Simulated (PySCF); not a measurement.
Method: PBE0-D3(BJ)/def2-TZVP (PySCF). Gas-phase values, no solvent. One relaxed conformer stands for a flexible species; it need not be the lowest. Excitations are Tamm–Dancoff values on a coarser integration grid. The basis has no diffuse functions, so Rydberg states are missing or too high.

Reference species (SMILES): `[SiH](=C)[GeH3]` (neutral, multiplicity 1).

```yaml
HOMO: -6.60 eV
S1 oscillator strength: 0.350
T1 excitation (TDA): 2.44 eV
```

Changed species: `[SiH](C(C)C)=C` (C–Si–C–C torsion 125°) (X = isopropyl; the reference has X = germyl).

Question: Give the shifts of the HOMO, S1 oscillator strength and T1 excitation (TDA).

Answer: the HOMO goes up by 0.39 eV, to -6.21 eV; the S1 oscillator strength drops by 0.011, to 0.339; the T1 excitation (TDA) goes up by 0.36 eV, to 2.80 eV.
